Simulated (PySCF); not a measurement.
Job for PySCF: R-HF/STO-3G on CH9NSi (a complex), monomers drawn apart or pushed together.

```python
from pyscf import gto, scf, dft, mp
from pyscf.data.elements import chemcore

mol = gto.M(
    atom='''
    N     0.90593369   -0.37906247    0.20636349
    Si   -0.65187875    0.32617678   -0.00569598
    H     1.67970761   -0.06614599   -0.35850819
    H     1.21718695   -0.64689002    1.12679644
    H    -0.84033118    1.67411415    0.59908351
    H    -0.88567940    0.45438891   -1.46268560
    H    -1.66176559   -0.56852935    0.60476032
    C     0.31154237   -0.16012674    4.86734243
    H     1.36170474   -0.45095248    4.88330403
    H     0.20312938    0.79134438    4.34888388
    H    -0.27510272   -0.92407677    4.35833313
    H    -0.04656859   -0.05723961    5.89054901
    ''',
    basis='sto-3g',
    charge=0, spin=0, verbose=3, max_memory=1800)
mf = scf.RHF(mol)
mf.conv_tol = 1e-8
mf.max_cycle = 100
mf.kernel()
if not mf.converged:
    mf = mf.newton().run(mf.mo_coeff, mf.mo_occ)
```

The log:

```
converged SCF energy = -381.973348731766
```

The calculation finished and met its thresholds.

Cost: very roughly 0.28 core-seconds.
